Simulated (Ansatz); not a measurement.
Program: Ansatz 0.2.0.

A structure relaxed at PBE0-D4/def2-TZVP, charge 0, multiplicity 1:

Cartesian coordinates in Å:
```
C -1.818 0.385 1.002
O -0.622 0.051 0.363
Hf 0.951 -0.557 -0.447
Cl 0.465 -2.157 -2.092
Cl 2.403 -1.469 1.155
Se 1.952 1.565 -1.497
H -1.785 0.067 2.047
H -2.658 -0.108 0.504
H -1.966 1.467 0.963
H 3.078 0.757 -1.997
```

(1) Give its formula and SMILES.

(2) Point group (tolerance 0.08 Å, 0.16 Å for H)?

(3) Summarise the bond lengths by kind.

Results:

(1) CH4Cl2HfOSe, `C[O][Hf]([Cl])([Cl])[SeH]`.

(2) Cs.

(3) 1 × C–O 1.397 Å; 3 × C–H 1.093 Å; 1 × Hf–O 1.872 Å; 2 × Cl–Hf 2.346 Å; 1 × Hf–Se 2.571 Å; 1 × H–Se 1.474 Å.
